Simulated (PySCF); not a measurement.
## Structure revision by computed shifts

A compound C7H12BF gives the data below (simulated from a calculation) and was assigned the structure `F/C=C\[C@@H]1CBCCC1`.

13C{1H} NMR (computed): δ 159.4 (C), 115.6 (CH2), 92.4 (CH), 38.9 (CH), 27.8 (CH2), 16.8 (CH3, 2C).

1H NMR (300 MHz, computed): δ 5.64 (m, 1H), 5.44 (m, 1H), 5.37 (m, 1H), 2.50 (m, 1H), 2.49 (m, 1H), 2.30 (m, 1H), 1.00 (s, 6H).

PySCF 2.14.0 with density-fitted response routines calculation with σ from GIAO-PBE0/pcSseg-1 and geometry: PBE0-D3(BJ)/def2-SVP; one computed conformer, non-relativistic, isolated molecule, fast rotation and ring inversion assumed for equivalent nuclei.

Referencing at the same level of theory: TMS for 1H, 13C.

Q: Compare with the shifts computed for the proposed structure, pairing carbons in order of shift.

A: Atom-mapped SMILES (the numbers label the heavy atoms): `[F:1]/[CH:2]=[CH:3]\[C@@H:4]1[CH2:5][BH:6][CH2:7][CH2:8][CH2:9]1` (H(Xn): hydrogen on atom n).

```
atom  computed for proposal  given list  difference
  C2                  153.9       159.4        -5.5
  C3                  126.6       115.6       +11.0
  C5                   38.1        92.4       -54.3
  C9                   36.1        38.9        -2.8
  C4                   30.8        27.8        +3.0
  C7                   29.9        16.8       +13.1
  C8                   25.0        16.8        +8.2
```

The rms difference is 21.9 ppm and the largest -54.3 ppm at C5 (sp3 CH2 bonded to B). The proposal also would give 7 carbon signals, not 6. The carbon types in order of shift don't match either: CH, CH, CH2, CH2, CH, CH2, CH2 for the proposal against C, CH2, CH, CH, CH2, CH3, CH3 in the data. The proposal doesn't fit.

Q: Which isomer fits?

A: SMILES C=C1C[C@@H](B(C)C)[C@H]1F.

- δC 159.4: fully substituted alkene carbon; an sp2 carbon of a C=C bond.
- δC 115.6: terminal =CH2 carbon; the olefinic region.
- δC 92.4: allylic sp3 CH bonded to F; deshielded by the electronegative neighbour.
- δH 2.50, 2.30: hydrogen on an allylic sp3 CH2; allylic position.

This is the structure that produced the data.

A carbon bonded to boron is broadened by the quadrupolar boron nucleus and is often missing from a measured spectrum. Splittings by 19F in the carbon and heteronuclear signals aren't shown, as no couplings were computed. Shifts are as computed. Against solution values, carbons near 30 ppm lie about +2 ppm off and those near 130 ppm about +5 ppm. Of 1211 compounds with measured shifts, 218 miss one by over three times the rms of a fit or turn the order of signals round; such compounds aren't used in these exercises. Multiplicities follow the n + 1 count of equivalent neighbours, as no J values were calculated; m marks all less simple cases, F and P coupling included.
